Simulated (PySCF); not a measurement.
## Fractional electron number in Ca (calcium, neutral)

The 4s beta orbital of [Ar] 4s2 is emptied in steps (occupation f), with all orbitals relaxed, ending at [Ar] 4s1. Calculation: PySCF 2.14, in aug-pcseg-2 (7s5p4d, 42 functions); no relativity, point nucleus. The exact energy is a straight line in f; departures are measured from the line between the end points of the same method.

| f | UHF (eV) | LDA (eV) | PBE (eV) | PBE0 (eV) | r2SCAN (eV) | LC-wPBE (eV) | BHandHLYP (eV) | HSE06 (eV) | B3LYP (eV) |
| --- | --- | --- | --- | --- | --- | --- | --- | --- | --- |
| 1 | 0.000 | 0.000 | 0.000 | 0.000 | 0.000 | 0.000 | 0.000 | 0.000 | 0.000 |
| 0.75 | 0.035 | -0.445 | -0.438 | -0.315 | -0.366 | 0.023 | -0.234 | -0.379 | -0.369 |
| 0.5 | 0.043 | -0.596 | -0.588 | -0.421 | -0.472 | 0.027 | -0.319 | -0.506 | -0.497 |
| 0.25 | 0.030 | -0.447 | -0.443 | -0.314 | -0.336 | 0.017 | -0.246 | -0.381 | -0.376 |
| 0 | 0.000 | 0.000 | 0.000 | 0.000 | 0.000 | 0.000 | 0.000 | 0.000 | 0.000 |

| method | E(f=0) − E(f=1) (eV) | −ε at f=1 (eV) | −ε at f=0.5 (eV) |
| --- | --- | --- | --- |
| UHF | 5.120 | 5.325 | 5.106 |
| LDA | 6.210 | 3.849 | 6.206 |
| PBE | 6.065 | 3.749 | 6.049 |
| PBE0 | 5.989 | 4.316 | 5.987 |
| r2SCAN | 5.803 | 3.823 | 5.881 |
| LC-wPBE | 5.822 | 5.956 | 5.804 |
| BHandHLYP | 5.955 | 4.729 | 5.925 |
| HSE06 | 5.993 | 3.971 | 5.985 |
| B3LYP | 6.139 | 4.195 | 6.119 |

Orbital energy along the path (eV):

```json
{"f": "1", "UHF": "-5.325", "LDA": "-3.849", "PBE": "-3.749", "PBE0": "-4.316", "r2SCAN": "-3.823", "LC-wPBE": "-5.956", "BHandHLYP": "-4.729", "HSE06": "-3.971", "B3LYP": "-4.195"}
{"f": "0.75", "UHF": "-5.201", "LDA": "-5.015", "PBE": "-4.884", "PBE0": "-5.145", "r2SCAN": "-4.860", "LC-wPBE": "-5.874", "BHandHLYP": "-5.312", "HSE06": "-4.983", "B3LYP": "-5.140"}
{"f": "0.5", "UHF": "-5.106", "LDA": "-6.206", "PBE": "-6.049", "PBE0": "-5.987", "r2SCAN": "-5.881", "LC-wPBE": "-5.804", "BHandHLYP": "-5.925", "HSE06": "-5.985", "B3LYP": "-6.119"}
{"f": "0.25", "UHF": "-5.031", "LDA": "-7.401", "PBE": "-7.255", "PBE0": "-6.845", "r2SCAN": "-6.779", "LC-wPBE": "-5.768", "BHandHLYP": "-6.584", "HSE06": "-7.016", "B3LYP": "-7.132"}
{"f": "0", "UHF": "-4.971", "LDA": "-8.570", "PBE": "-8.076", "PBE0": "-7.343", "r2SCAN": "-7.317", "LC-wPBE": "-5.686", "BHandHLYP": "-7.227", "HSE06": "-7.649", "B3LYP": "-8.101"}
```

Reference removal energy between the ground levels: 6.113 eV (measured; NIST Atomic Spectra Database, ionization energies). UHF lacks correlation.
